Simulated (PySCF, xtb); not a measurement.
Rb(F) cation (FRb), SMILES [F][Rb] (connectivity only; charge and spin as stated), charge +1, multiplicity 2.

Harmonic wavenumbers (cm⁻¹) from GFN2-xTB (xtb 6.7.1) at its own minimum, in rising order: 72.

Task: What does B3LYP-D3(BJ)/def2-TZVPD (PySCF 2.14.0) give at its own minimum? (The exact figures need the calculation; the answer reports its results.)

Result: 70. Paired by order, the mean absolute difference is 2 cm⁻¹ and the zero-point energies are 0.1 and 0.1 kcal/mol.
